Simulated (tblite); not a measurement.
Compound: C3H11B2N.
Z-matrix (Å and degrees, GFN2-xTB geometry), rows numbered from 1:
```
B 
C   1  1.5545
B   2  1.6087  1  106.44
C   3  1.5897  2  119.56  1   -96.45
N   3  1.3846  2  121.64  1    83.32
C   5  1.4454  3  129.73  2    -2.07
H   1  1.1721  2  120.22  3    85.56
H   1  1.1728  2  121.05  3   -91.84
H   2  1.0884  1  112.21  3  -117.59
H   2  1.0894  1  112.99  3   119.84
H   4  1.0887  3  110.51  2    59.53
H   4  1.0891  3  113.33  2  -179.86
H   4  1.0887  3  111.69  2   -58.50
H   5  1.0110  3  118.88  2   179.00
H   6  1.0939  5  110.72  3  -117.15
H   6  1.0943  5  110.73  3   122.77
H   6  1.0859  5  109.67  3     2.43
```

All values are computed: GFN2-xTB (tblite) harmonic vibrations without scaling, gas phase. This tight-binding method is rough: wavenumbers can miss measured ones by several per cent, in bad cases by 10 to 20. Modes of hydrogen on boron can be 10 to 20 % off. One conformer, not necessarily the lowest.

Harmonic wavenumbers (cm⁻¹): 72.7, 87.6, 112.0, 156.9, 187.1, 213.6, 248.0, 295.8, 415.0, 464.1, 659.7, 677.3, 709.6, 819.0, 864.2, 867.0, 916.8, 1005.9, 1042.8, 1061.7, 1098.1, 1111.8, 1115.6, 1145.2, 1218.4, 1323.4, 1396.7, 1410.8, 1470.8, 1478.9, 1494.4, 1502.5, 1504.6, 1519.1, 2609.8, 2632.5, 2936.1, 2959.3, 2988.7, 3005.3, 3012.0, 3014.2, 3029.2, 3060.7, 3414.6.

A = 3655, B = 2991, C = 1874 MHz; mass 83.108 u (most abundant isotopes); point group C1, symmetry number 1.

Problem. Zero-point energy?

Solution. ½Σν̃ = 31165 cm⁻¹ = 372.82 kJ/mol.

Problem. What is S at 273.15 K and 1 bar for an ideal gas of classical rigid rotors and harmonic oscillators?

Solution. Translation 162.16, rotation 112.52, vibration 95.66: S = 370.3 J/(mol K).

Problem. And Cp and H(273.15 K) − H(0)?

Solution. Cp = 131.49 J/(mol K), of which vibrations give 98.24 (their classical limit is 45 R = 374.2); H(273.15 K) − H(0) = 23.17 kJ/mol without the zero-point energy, 14.08 from vibrations.

Problem. How do the functions run with temperature in this model?

Solution. 
```json
{"T (K)": "50", "S (J/(mol K))": "226.7", "Cp (J/(mol K))": "52.0", "H − H(0) (kJ/mol)": "1.97", "G − H(0) (kJ/mol)": "-9.36", "ln q(vib)": "0.27"}
{"T (K)": "100", "S (J/(mol K))": "270.6", "Cp (J/(mol K))": "75.8", "H − H(0) (kJ/mol)": "5.21", "G − H(0) (kJ/mol)": "-21.85", "ln q(vib)": "1.26"}
{"T (K)": "298.15", "S (J/(mol K))": "382.2", "Cp (J/(mol K))": "140.0", "H − H(0) (kJ/mol)": "26.56", "G − H(0) (kJ/mol)": "-87.40", "ln q(vib)": "5.87"}
{"T (K)": "373.15", "S (J/(mol K))": "416.4", "Cp (J/(mol K))": "165.5", "H − H(0) (kJ/mol)": "38.03", "G − H(0) (kJ/mol)": "-117.36", "ln q(vib)": "7.54"}
{"T (K)": "500", "S (J/(mol K))": "470.4", "Cp (J/(mol K))": "204.1", "H − H(0) (kJ/mol)": "61.54", "G − H(0) (kJ/mol)": "-173.65", "ln q(vib)": "10.32"}
{"T (K)": "750", "S (J/(mol K))": "564.5", "Cp (J/(mol K))": "260.3", "H − H(0) (kJ/mol)": "120.07", "G − H(0) (kJ/mol)": "-303.33", "ln q(vib)": "15.57"}
{"T (K)": "1000", "S (J/(mol K))": "645.0", "Cp (J/(mol K))": "298.7", "H − H(0) (kJ/mol)": "190.24", "G − H(0) (kJ/mol)": "-454.78", "ln q(vib)": "20.47"}
```

q(vib) and H(0) count from the zero-point level.

Problem. What must be added to the electronic energy to get the Gibbs energy at 273.15 K and 1 bar?

Solution. ZPE + [H(273.15 K) − H(0)] − T·S = 372.82 + 23.17 − 101.16 = 294.83 kJ/mol.

Problem. Which modes carry the vibrational entropy at 273.15 K?

Solution. 72.7 cm⁻¹: 16.35; 87.6 cm⁻¹: 14.82; 112.0 cm⁻¹: 12.82; 156.9 cm⁻¹: 10.13; 187.1 cm⁻¹: 8.76; 213.6 cm⁻¹: 7.76 J/(mol K); the other 39 give 25.01 together.

Hindered rotation and anharmonicity are outside this model. Other conformers, if any are populated, would add a mixing term that is left out. The structure is chiral; the term R ln 2 for an equal mix with its mirror image is left out.
